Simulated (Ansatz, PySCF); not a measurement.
Process, species as SMILES: CC(C)C([SiH3])[SiH3] + 4 C (CH4) → 3 CC (C2H6) [ethane] + 2 C[SiH3]
Geometries: B3LYP-D3(BJ)/def2-TZVP minima from Ansatz (a first-principles code), one conformer each, not searched for the lowest. Frequencies are from Ansatz or PySCF.

Property: bond separation energy (enthalpy at 298 K, with B3LYP-D3(BJ) rigid-rotor harmonic-oscillator terms), in kcal/mol. Valence correlation only, unless marked. Spin-orbit coupling is left out. No relativistic terms. CBS(X,Y): correlation extrapolated as X^-3; Hartree-Fock from the larger set. [CCSD(T)-MP2]/basis is that difference in the basis named.

| level | program | bond separation energy (kcal/mol) |
|---|---|---|
| PBE-D4/def2-TZVPD | Ansatz + dftd4 | 6.8 |
| B97M-V/def2-TZVPD | Ansatz | ___ |
| SCS-MP2/aug-cc-pV(T+d)Z | Ansatz | 7.6 |
| RI-MP2/CBS(cc-pV(T+d)Z,cc-pV(Q+d)Z)+[CCSD(T)-MP2]/cc-pV(T+d)Z | Ansatz | ___ |

Problem. Fill in the missing entries.

Solution. 
- B97M-V/def2-TZVPD, bond separation energy (kcal/mol): 6.6
- RI-MP2/CBS(cc-pV(T+d)Z,cc-pV(Q+d)Z)+[CCSD(T)-MP2]/cc-pV(T+d)Z, bond separation energy (kcal/mol): 7.4
